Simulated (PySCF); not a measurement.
# Substituent chemical shifts

Parent skeleton `[SiH3:1][N:2]1[CH2:3][CH2:4][CH2:5][CH2:6]1`; one hydrogen on atom 4 is replaced by X. Hydrogens on one atom are averaged.

PySCF calculation with geometry from PBE0-D3(BJ)/def2-SVP and PBE0/pcSseg-1 with gauge-including orbitals; rapidly exchanging positions averaged, no solvent, no relativistic terms, one computed conformer.

Referencing at the same level of theory: TMS for 29Si and 13C and 1H; NH3 for 15N.

Parent (X = H): Si1 -55.5, N2 22.5, C3 51.6, C4 30.6, C5 30.6, C6 51.6, H(Si1) 4.66, H(C3) 2.95, H(C4) 1.65 ppm. Effects are Δδ = δ(X) − δ(H), positive for deshielding.

Four derivatives gave (Δδ, ppm):
```json
{"compound": "1", "Si1": "+2.8", "N2": "+2.1", "C3": "+9.0", "C4": "+26.5", "C5": "+8.7", "C6": "-4.8", "H(Si1)": "+0.01", "H(C3)": "-0.17", "H(C4)": "+1.21"}
{"compound": "2", "Si1": "+0.9", "N2": "+11.6", "C3": "+2.9", "C4": "+13.5", "C5": "+4.1", "C6": "+0.9", "H(Si1)": "-0.05", "H(C3)": "-0.19", "H(C4)": "+0.51"}
{"compound": "3", "Si1": "+1.3", "N2": "+9.4", "C3": "+6.8", "C4": "+33.0", "C5": "+3.6", "C6": "-2.1", "H(Si1)": "-0.08", "H(C3)": "-0.31", "H(C4)": "+1.23"}
{"compound": "4", "Si1": "+1.1", "N2": "+14.1", "C3": "+1.3", "C4": "+23.5", "C5": "+3.1", "C6": "+0.2", "H(Si1)": "-0.03", "H(C3)": "-0.01", "H(C4)": "+0.50"}
```

Their substituents are CH2NH2, CH=NH, NHCH3, NHSiH3. Which is which?

Results:

1: X = NHSiH3 ([SiH3]N[C@H]1CCN([SiH3])C1); 2: X = CH2NH2 (NC[C@@H]1CCN([SiH3])C1); 3: X = NHCH3 (CN[C@H]1CCN([SiH3])C1); 4: X = CH=NH ([H]/N=C\[C@@H]1CCN([SiH3])C1).

Experimental scales use liquid or dissolved standards, which lie at an offset from isolated NH3 (liquid NH3: subtract about 20 ppm).
